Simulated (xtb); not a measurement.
ClCrO2, charge +2, quartet, at a GFN2-xTB geometry of the parent state (such geometries of metal compounds can be far from the true shape) (the multiplicity is a formal guess); xtb with GFN2-xTB.

xtb was given this input:
```
$ xtb mol.xyz --gfn 2 --chrg 2 --uhf 3 --json

# file mol.xyz
4

Cr     0.30551309    -0.01734383     0.39439997
O      1.49897309    -0.68849015    -0.32476441
O     -0.54284806    -0.99267836     1.24350979
Cl    -0.88125379     0.81562353    -0.98915073
```

Predict the main parts of the log of this xtb run.


```
   ID    Z sym.   atoms
    1   24 Cr     1
    2    8 O      2, 3
    3   17 Cl     4

           -------------------------------------------------
          |                Calculation Setup                |
           -------------------------------------------------

           -------------------------------------------------
          |                 G F N 2 - x T B                 |
           -------------------------------------------------

          ...................................................
          :                      SETUP                      :
          :.................................................:
          :  # basis functions                  28          :
          :  # atomic orbitals                  26          :
          :  # shells                           10          :
          :  # electrons                        23          :
          :  max. iterations                   250          :
          :  Hamiltonian                  GFN2-xTB          :
          :  restarted?                      false          :
          :  GBSA solvation                  false          :
          :  PC potential                    false          :
          :  electronic temp.          300.0000000     K    :
          :  accuracy                    1.0000000          :
          :  -> integral cutoff          0.2500000E+02      :
          :  -> integral neglect         0.1000000E-07      :
          :  -> SCF convergence          0.1000000E-05 Eh   :
          :  -> wf. convergence          0.1000000E-03 e    :
          :  Broyden damping             0.4000000          :
          :  net charge                          2          :
          :  unpaired electrons                  3          :
          ...................................................

 iter      E             dE          RMSdq      gap      omega  full diag
   1     -3.8679221 -0.386792E+01  0.380E+01    0.56       0.0  T
   2     -6.7151282 -0.284721E+01  0.360E+01    0.01       1.0  T
   3    -11.4010811 -0.468595E+01  0.203E+01    0.71       1.0  T
   4    -12.1701536 -0.769073E+00  0.164E+01    0.74       1.0  T
   5    -12.0974472  0.727064E-01  0.157E+01    0.73       1.0  T
   6    -12.7681269 -0.670680E+00  0.108E+01    0.81       1.0  T
   7    -12.4853532  0.282774E+00  0.129E+01    0.78       1.0  T
   8    -12.4940468 -0.869365E-02  0.128E+01    0.78       1.0  T
   9    -13.0609662 -0.566919E+00  0.704E+00    0.89       1.0  T
  10    -13.0708034 -0.983729E-02  0.669E+00    0.90       1.0  T
  11    -12.7162595  0.354544E+00  0.107E+01    1.19       1.0  T
  12    -12.6895030  0.267565E-01  0.109E+01    1.20       1.0  T
  13    -12.3367512  0.352752E+00  0.144E+01    1.36       1.0  T
  14    -12.7365185 -0.399767E+00  0.998E+00    1.17       1.0  T
  15    -13.2563333 -0.519815E+00  0.315E+00    1.02       1.0  T
  16    -13.2471316  0.920166E-02  0.327E+00    0.98       1.0  T
  17    -13.2431058  0.402581E-02  0.331E+00    0.94       1.0  T
  18    -13.2453826 -0.227681E-02  0.313E+00    0.95       1.0  T
  19    -13.2529836 -0.760093E-02  0.269E+00    0.96       1.0  T
  20    -13.2668123 -0.138287E-01  0.124E+00    0.99       1.0  T
  21    -13.2670212 -0.208957E-03  0.971E-01    1.00       1.0  T
  22    -13.2693166 -0.229533E-02  0.746E-01    0.99       1.0  T
  23    -13.2691887  0.127824E-03  0.605E-01    0.99       1.0  T
  24    -13.2698027 -0.613919E-03  0.160E-01    1.00       1.0  T
  25    -13.2698240 -0.213726E-04  0.751E-02    1.00       1.0  T
  26    -13.2698192  0.488193E-05  0.734E-02    1.00       1.0  T
  27    -13.2698185  0.625497E-06  0.647E-02    1.00       1.0  T
  28    -13.2698121  0.645045E-05  0.883E-02    1.00       1.0  T
  29    -13.2698014  0.106783E-04  0.103E-01    0.99       1.0  T
  30    -13.2698179 -0.165029E-04  0.685E-02    1.00       1.0  T
  31    -13.2698234 -0.547493E-05  0.343E-02    1.00       1.5  T
[...]
         :: total energy             -13.203919320320 Eh    ::
[...]
         2        2.0000           -1.2337193             -33.5712
         3        2.0000           -1.1993798             -32.6368
         4        2.0000           -1.0740487             -29.2264
         5        2.0000           -1.0682536             -29.0687
         6        2.0000           -1.0591212             -28.8202
         7        2.0000           -1.0510157             -28.5996
         8        2.0000           -1.0457189             -28.4555
         9        2.0000           -1.0341121             -28.1396
        10        1.8020           -1.0218819             -27.8068
        11        1.1980           -1.0192236             -27.7345
        12        1.0000           -1.0088643             -27.4526
        13        1.0000           -0.9449930             -25.7146 (HOMO)
        14                         -0.9083460             -24.7174 (LUMO)
        15                         -0.8637100             -23.5027
        16                         -0.8045841             -21.8938
        17                         -0.7819869             -21.2789
        18                         -0.5334565             -14.5161
        19                         -0.5324496             -14.4887
        20                         -0.5224541             -14.2167
        21                         -0.5204569             -14.1624
        22                         -0.5141519             -13.9908
        23                         -0.4430126             -12.0550
        24                          0.0027284               0.0742
       ...                                ...                  ...
        26                          0.6298994              17.1404
      -------------------------------------------------------------
                  HL-Gap            0.0366471 Eh            0.9972 eV
             Fermi-level           -0.9736111 Eh          -26.4933 eV

     #   Z          covCN         q      C6AA      α(0)
     1  24 Cr       2.258     0.873   149.569    31.639
     2   8 O        0.742     0.162    13.135     4.857
     3   8 O        0.742     0.162    13.135     4.857
     4  17 Cl       0.776     0.802    78.146    13.523

 Mol. C6AA /au·bohr⁶  :        752.386367
 Mol. C8AA /au·bohr⁸  :      40395.084570
 Mol. α(0) /au        :         54.875322

Wiberg/Mayer (AO) data.
largest (>0.10) Wiberg bond orders for each atom

 ---------------------------------------------------------------------------
     #   Z sym  total        # sym  WBO       # sym  WBO       # sym  WBO
 ---------------------------------------------------------------------------
     1  24 Cr   5.721 --     2 O    2.096     3 O    2.096     4 Cl   1.528
     2   8 O    2.632 --     1 Cr   2.096     3 O    0.360     4 Cl   0.176
     3   8 O    2.632 --     1 Cr   2.096     2 O    0.360     4 Cl   0.176
     4  17 Cl   1.880 --     1 Cr   1.528     2 O    0.176     3 O    0.176
 ---------------------------------------------------------------------------

Topologies differ in total number of bonds
Writing topology from bond orders to xtbtopo.mol

molecular dipole:
                 x           y           z       tot (Debye)
 q only:       -0.539       0.692      -0.567
   full:       -0.529       1.597      -0.379       4.382
molecular quadrupole (traceless):
                xx          xy          yy          xz          yz          zz
 q only:        0.490      -3.542      -1.365       3.300      -4.378       0.875
  q+dip:        0.326      -3.645      -1.621       4.416      -4.359       1.295
   full:        0.145      -3.538      -1.047       3.913      -4.152       0.901

           -------------------------------------------------
          | TOTAL ENERGY              -13.203919320320 Eh   |
          | GRADIENT NORM               0.062888444526 Eh/α |
          | HOMO-LUMO GAP               0.997217276632 eV   |
           -------------------------------------------------

normal termination of xtb
```
